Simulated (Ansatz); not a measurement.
Geometry optimisation, RKS PBE-D4/def2-SVP (Ansatz 0.2.0).

The input (input.yaml):

```yaml
crystal:
  periodic: [false, false, false]
  atoms:
    - { symbol: F, position_ang: [-0.85506, -1.71314, 0.36986] }
    - { symbol: B, position_ang: [0.11155, -0.90111, 0.01318] }
    - { symbol: F, position_ang: [1.13419, -1.48255, -0.56776] }
    - { symbol: C, position_ang: [0.0182, 0.6694, 0.20302] }
    - { symbol: Cl, position_ang: [-0.98603, 0.89208, 1.68702] }
    - { symbol: H, position_ang: [-0.5029, 1.18922, -0.59772] }
    - { symbol: H, position_ang: [0.96953, 1.15693, 0.40298] }
basis:
  gaussian: { orbitals: def2-SVP }
hamiltonian:
  xc: pbe
  dispersion: d4
relax:
  f_tol: 0.015
  max_steps: 40
output:
  orbitals: {}
```

Launched with:

```bash
$ ansatz run input.yaml --threads 1 --pin off --max-ram 2048MiB --backend cpu --events-out ev --progress --plain --runs-dir out
```

Where does it end, and by what steps?

The run converged. The force dipped under the threshold on the way, but the program's further checks kept it going. After 14 steps the energy has fallen by 0.116 eV; F3 moved furthest, 0.43 Å.

| step | energy less start (eV) | largest force component (eV/Å) | accepted |
| --- | --- | --- | --- |
| 0 | 0.0000 | 0.982 | yes |
| 1 | -0.0758 | 0.546 | yes |
| 2 | -0.0853 | 0.412 | yes |
| 3 | -0.0890 | 0.487 | yes |
| 4 | -0.1021 | 0.098 | yes |
| 5 | -0.1042 | 0.100 | yes |
| 6 | -0.1108 | 0.066 | yes |
| 7 | -0.0944 | 0.616 | no |
| 8 | -0.1138 | 0.056 | yes |
| 9 | -0.1126 | 0.287 | no |
| 10 | -0.1140 | 0.142 | yes |
| 11 | -0.1122 | 0.208 | no |
| 12 | -0.1153 | 0.019 | yes |
| 13 | -0.1155 | 0.003 | yes |
| 14 | -0.1156 | 0.014 | yes |

```xyz
7
Properties=species:S:1:pos:R:3
F -0.645 -1.827 0.626
B 0.084 -0.914 0.003
F 0.942 -1.340 -0.923
C -0.010 0.633 0.293
Cl -1.198 1.073 1.562
H -0.273 1.170 -0.643
H 0.989 1.016 0.592
```

Time of the run: 40 s on 1 thread of Arm Neoverse V1, on a shared host, peak memory 0.14 GiB.
